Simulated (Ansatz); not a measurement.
The lowest singlet and triplet of CF2 (SMILES F[C]F); geometries from B3LYP-D3(BJ)/def2-TZVP, each state relaxed from the structure named, with no frequency check.
Singlet at the triplet's geometry (charge 0, multiplicity 1):
```csv
atom,x (Å),y (Å),z (Å)
F,-1.1387,-0.1668,0.0000
C,-0.0005,0.4971,0.0000
F,1.1390,-0.1646,0.0000
```

A positive gap puts the triplet lower; no zero-point energy. R- takes a restricted singlet. U- takes an unrestricted singlet (broken symmetry where lower, unprojected). The triplet is unrestricted in single-reference levels.

Cores are frozen in the correlated methods.

Programs: Ansatz (Gaussian basis) for Hartree–Fock, density functionals and correlated methods. Each number belongs to the level named beside it.

One of these levels gives -80.0 kJ/mol for the gap E(singlet) − E(triplet), vertical, at the triplet's geometry. Which?
A) U-SCS-MP2/cc-pVDZ (spin-contaminated)
B) R-HF/cc-pVTZ
C) R-MP2/cc-pVTZ

B, R-HF/cc-pVTZ. The others give -182.7 (R-MP2/cc-pVTZ), -158.5 (U-SCS-MP2/cc-pVDZ (spin-contaminated))

Doubts at one or more of the structures used: a restricted determinant that unrestricted orbitals would lower (R-HF/cc-pVTZ, R-MP2/cc-pVTZ).

Ansatz is a program for electronic structure.
